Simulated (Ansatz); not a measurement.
Geometry optimisation, RKS PBE-D4/cc-pVDZ (Ansatz 0.2.0).

The input (input.yaml):

```yaml
crystal:
  periodic: [false, false, false]
  atoms:
    - { symbol: "N", position_ang: [-1.5888, -0.3423, 0.1985] }
    - { symbol: C, position_ang: [-0.723, 0.3338, -0.7767] }
    - { symbol: Si, position_ang: [1.0464, 0.0512, -0.3142] }
    - { symbol: "N", position_ang: [1.3885, 0.421, 1.3469] }
    - { symbol: H, position_ang: [-2.5941, -0.0542, -0.0743] }
    - { symbol: H, position_ang: [-1.5847, -1.297, 0.0924] }
    - { symbol: H, position_ang: [-0.8902, 1.4155, -0.7854] }
    - { symbol: H, position_ang: [-0.8755, -0.0354, -1.7868] }
    - { symbol: H, position_ang: [2.0317, 0.8698, -1.0595] }
    - { symbol: H, position_ang: [1.4062, -1.3882, -0.4016] }
    - { symbol: H, position_ang: [0.4293, 0.1847, 1.8462] }
    - { symbol: H, position_ang: [2.0311, -0.2141, 1.7486] }
basis:
  gaussian: { orbitals: cc-pVDZ }
hamiltonian:
  xc: pbe
  dispersion: d4
relax:
  f_tol: 0.02
  max_steps: 50
```

Command:

```bash
$ ansatz run input.yaml --threads 2 --pin off --max-ram 3072MiB --backend cpu --events-out ev --progress --plain --runs-dir out
```

Q: Where does it end, and by what steps?

A: It converged. After 6 steps the energy has fallen by 0.656 eV; H12 moved furthest, 0.32 Å.

```json
{"step": "0", "energy less start (eV)": "0.0000", "largest force component (eV/Å)": "4.445", "accepted": "yes"}
{"step": "1", "energy less start (eV)": "-0.5911", "largest force component (eV/Å)": "1.048", "accepted": "yes"}
{"step": "2", "energy less start (eV)": "-0.6445", "largest force component (eV/Å)": "0.313", "accepted": "yes"}
{"step": "3", "energy less start (eV)": "-0.6503", "largest force component (eV/Å)": "0.164", "accepted": "yes"}
{"step": "4", "energy less start (eV)": "-0.6554", "largest force component (eV/Å)": "0.047", "accepted": "yes"}
{"step": "5", "energy less start (eV)": "-0.6560", "largest force component (eV/Å)": "0.031", "accepted": "yes"}
{"step": "6", "energy less start (eV)": "-0.6562", "largest force component (eV/Å)": "0.019", "accepted": "yes"}
```

```xyz
12
Properties=species:S:1:pos:R:3
N -1.548 -0.335 0.223
C -0.695 0.332 -0.784
Si 1.122 -0.046 -0.328
N 1.212 0.431 1.370
H -2.531 -0.059 0.085
H -1.537 -1.351 0.048
H -0.825 1.431 -0.678
H -0.914 0.086 -1.853
H 2.088 0.770 -1.156
H 1.392 -1.516 -0.632
H 0.325 0.153 1.819
H 1.989 0.048 1.920
```

Time of the run: 14 s on 2 threads of Arm Neoverse V2 (shared host), peak memory 0.14 GiB.
